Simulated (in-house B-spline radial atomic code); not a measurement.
**Two electrons outside the [Ne] 3s2 core: the scandium ion Sc⁷⁺**

Computed with an all-electron radial atomic-structure program (B-spline basis): configuration interaction (CI) of the two valence electrons in the field of the frozen Dirac-Fock core, alone and with many-body perturbation theory for the core (screened one- and two-electron correlation potentials), Breit and QED terms; no-pair Dirac Hamiltonian, finite nucleus. Labels give the configuration (outer n counted up each series) and the leading LS term, or the jj pair where no LS term holds 70 %.

The outer s² shell of this core is soft: its mixing with p² is only treated to second order, so levels can be several per cent off.

Excitation energies (cm⁻¹):

```
  level  purity of the LS term  CI alone  CI + MBPT + Breit + QED  Landé g of the LS mixture
3p2 3P0                  0.992         0                        0                          -
3p2 3P1                    1.0      2393                     2271                       1.50
3p2 3P2                  0.977         ?                        ?                          ?
3p2 1D2                  0.977         ?                        ?                          ?
3p2 1S0                  0.992     53368                    55423                          -
```

Where does 3p2 3P2 lie?

5803 cm⁻¹ in CI alone and 5465 cm⁻¹ with all corrections; g = 1.49.

Where does 3p2 1D2 lie?

26626 cm⁻¹ in CI alone and 22457 cm⁻¹ with all corrections; g = 1.01.

What is the first ionisation energy?

158.22 eV to the 3p1/2 state of the next ion (157.04 eV from CI alone). NIST lists 158.08 ± 0.25 eV (semi-empirical).
